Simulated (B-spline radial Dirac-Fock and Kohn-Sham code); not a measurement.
## Photoemission from Pd⁴⁺ at Cu Kα (8047.8 eV), detector at θ = 54.7°, φ = 180°

System: palladium as Pd⁴⁺ in the configuration [Kr] 4d6. Level of theory: Dirac-Hartree-Slater photoionisation with a Latter tail; cross sections with all multipoles, angular parameters from the dipole term and its interference with E2; a B-spline atomic structure program. Thresholds are orbital energies of the model. For linearly polarised light dσ/dΩ = σ/(4π) [1 + β P₂(cos θ) + (δ + γ cos²θ) sin θ cos φ], with θ from the polarisation vector and φ the angle between the beam and the projection of the electron momentum on the plane normal to the polarisation. The dipole factor is 1 + βP₂ and the non-dipole term is the rest of the bracket. Open shells are filled statistically over j.

```
subshell  threshold (eV)  σ (kb)     β     γ      δ  dipole factor  non-dipole term  dσ/dΩ (kb/sr)
      2s          3645.2    8.46  1.99  0.07  0.000          1.002           -0.018          0.663
   2p1/2          3397.7    7.26  1.37  1.03  0.071          1.001           -0.339          0.383
   2p3/2          3235.4    12.6  1.42  1.10  0.071          1.001           -0.358          0.646
      3s           719.4    1.64  1.99  0.36  0.000          1.002           -0.098          0.118
   3p1/2           619.7    1.10  1.31  1.20  0.065          1.001           -0.379         0.0543
   3p3/2           591.0    1.92  1.35  1.25  0.064          1.001           -0.393         0.0931
   3d3/2           412.6   0.284  0.75  1.38  0.287          1.001           -0.611        0.00882
   3d5/2           406.8   0.395  0.71  1.36  0.299          1.001           -0.614         0.0122
      4s           152.4   0.321  1.99  0.42  0.000          1.002           -0.114         0.0227
   4p1/2           120.4   0.187  1.30  1.22  0.065          1.001           -0.384        0.00916
   4p3/2           115.4   0.327  1.34  1.27  0.064          1.001           -0.398         0.0157
   4d3/2           64.97  0.0222  0.73  1.37  0.285          1.001           -0.605       0.000698
   4d5/2           64.28  0.0308  0.69  1.34  0.297          1.001           -0.608       0.000961
```

Values without a named source are computed, but for edge energies of neutral atoms, which are taken from tables.
